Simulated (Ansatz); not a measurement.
Mg₂F₄⁻. The state is a doublet with charge -1. Geometry PBE0-D4/def2-SVP, that of the neutral singlet; atoms count from 1.

Cartesian coordinates in Å:
```
Mg -0.497 0.339 -1.319
Mg 0.496 -0.346 1.317
F 1.102 -0.746 2.919
F -1.100 0.768 -2.914
F 1.159 0.097 -0.411
F -1.161 -0.111 0.408
```

The highest occupied level of the charge -1 doublet lies above zero (up to 0.77 eV). By energy differences its removal costs 0.57 eV (vertical, to the charge 0 singlet, at PBE0-D4/def2-TZVPD); a positive level beside a positive removal energy at the same level points to self-interaction error. The structure comes from a short search, and lower isomers may exist.

**Question.** Estimate the Mulliken populations from the PBE0/def2-TZVPD orbitals of Ansatz.

**Answer.** 
| atom | charge (e) | spin (α − β) |
| --- | --- | --- |
| Mg1 | 0.63 | 0.84 |
| Mg2 | 0.63 | 0.84 |
| F3 | -0.60 | -0.13 |
| F4 | -0.60 | -0.13 |
| F5 | -0.53 | -0.21 |
| F6 | -0.53 | -0.21 |
Mulliken values and Mayer orders depend strongly on the basis. With diffuse functions, as here, like atoms can get unlike values, and bond orders can come out too low or too high.

**Question.** Where does the spin sit?

**Answer.** Summed by element: Mg 1.68, F -0.68, of 1 unpaired in all. Largest on single atoms: Mg2 0.84, Mg1 0.84, F6 -0.21.

**Question.** And the Mayer bond orders between bonded heavy atoms (over 0.3)?

**Answer.** Mg1–Mg2 1.41 (2.90 Å).
